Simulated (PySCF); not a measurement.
sulfur hexafluoride (F$_{6}$S), singlet, geometry from GFN2-xTB. Base run: CCSD(T)/STO-3G in PySCF.

Here is a job for PySCF.
```python
from pyscf import gto, scf, cc

mol = gto.M(
    atom='''
F     0.605832   -0.461654   -1.396116
S     0.000000    0.000000    0.000000
F     1.298200   -0.541243    0.742315
F    -0.690610   -1.422403    0.170662
F    -1.298200    0.541243   -0.742315
F     0.690610    1.422403   -0.170662
F    -0.605832    0.461654    1.396116
''',
    basis='sto-3g',
    charge=0,
    spin=0,
    verbose=4,
)

mf = scf.RHF(mol)
mf.kernel()

mycc = cc.CCSD(mf)
mycc.kernel()
et = mycc.ccsd_t()
print('E(CCSD(T)) = %.10f' % (mycc.e_tot + et))
```

Variants of this job, named by their change:

```csv
change,ΔE vs base (mEh),MP2 correlation (Eh),CC correlation without the perturbative part (Eh),basis functions
base,0.000,-0.14029,-0.17409,39
cc.iterative_damping = 0.8,0.000,-0.14029,-0.17409,39
method = ccsd,8.872,-0.14029,-0.17409,39
frozen = 12,6.842,-0.13351,-0.16745,39
cc.diis_space = 3,0.000,-0.14029,-0.17409,39
cc.level_shift = 0.2,0.000,-0.14029,-0.17409,39
cc.direct = True,0.000,-0.14029,-0.17409,39
cart = on,0.000,-0.14029,-0.17409,39
method = mp2,42.677,-0.14029,-,39
frozen = 11,1.615,-0.13841,-0.17255,39
```
